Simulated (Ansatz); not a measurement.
Results of the Gaussian-basis code of Ansatz.

A structure relaxed at PBE0-D4/def2-TZVP, charge 0, multiplicity 1:

```xyz
9

F     1.684    0.316   -0.847
Si    1.423   -0.186    0.627
F     1.563   -1.754    0.594
Cl    2.849    0.546    1.848
S    -0.466    0.419    1.308
Si   -1.566    0.315   -0.529
Cl   -1.509   -1.557   -1.347
H    -1.025    1.263   -1.521
H    -2.952    0.638   -0.133
```

Question: Give its formula and SMILES.

Answer: Cl2F2H2SSi2, `F[Si](F)(Cl)S[SiH2]Cl`.

Question: Summarise the bond lengths by kind.

Answer: 2 × F–Si 1.575 to 1.579 Å; 2 × Cl–Si 2.015 to 2.043 Å; 2 × S–Si 2.097 to 2.143 Å; 2 × H–Si 1.475 to 1.477 Å.
